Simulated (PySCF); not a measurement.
## Exact mass, isotope pattern and composition

Species: `C#C[Si@@H]([N-][SiH3])C`.

Calculated from tabulated atomic weights, isotope masses and abundances; no fragmentation.

(1) Find the molar and monoisotopic masses of [C3H8NSi2]-.

(2) Give the isotope pattern of the ion itself, merging species of the same nominal mass.

(3) What share of all these ions is the monoisotopic species?

(4) Which singly substituted isotopologues are there?

(5) What resolving power m/Δm just matches the spacing of the species with one 29Si and with one 13C?

(6) Count the protons, neutrons and electrons of the monoisotopic species, and give its exact less its nominal mass.

(7) Give the mass fraction of each element.

## Answers

(1) For [C3H8NSi2]-, with standard atomic weights, 3 × 12.011 + 2 × 28.085 + 1 × 14.007 + 8 × 1.008 = 114.274 g/mol. From the most abundant isotopes (12C, 28Si, 14N, 1H), 3 × 12.000000 + 2 × 27.976927 + 1 × 14.003074 + 8 × 1.007825 = 114.0195 u for neutral atoms; the ion's mass is 114.0201 u once 1 electron mass (0.000549 u) is added.

(2) 
| nominal mass | m/z (centroid) | relative intensity |
| --- | --- | --- |
| 114 | 114.0201 | 100.0 |
| 115 | 115.0205 | 13.9 |
| 116 | 116.0173 | 7.4 |
| 117 | 117.0180 | 0.6 |
| 118 | 118.0145 | 0.1 |

Cut off at 0.1 %.

(3) 0.9893^3 × 0.922297^2 × 0.99632 × 0.999885^8 = 81.98 %.

(4) Intensity in % of the monoisotopic species:

```json
{"isotope": "15N", "mass shift (u)": "+0.99703", "m/z": "115.0171", "intensity (%)": "0.37"}
{"isotope": "29Si", "mass shift (u)": "+0.99957", "m/z": "115.0196", "intensity (%)": "10.16"}
{"isotope": "13C", "mass shift (u)": "+1.00335", "m/z": "115.0234", "intensity (%)": "3.24"}
{"isotope": "2H", "mass shift (u)": "+1.00628", "m/z": "115.0264", "intensity (%)": "0.09"}
{"isotope": "30Si", "mass shift (u)": "+1.99684", "m/z": "116.0169", "intensity (%)": "6.69"}
```

Species under 0.02 % are left out.

(5) They lie 0.00379 u apart at mass 115.02, so m/Δm is about 30000.

(6) 61 protons, 53 neutrons and 62 electrons; 114.0195 − 114 = +0.0195 u, electron masses as for neutral atoms.

(7) C 31.53 %, Si 49.15 %, N 12.26 %, H 7.06 %.
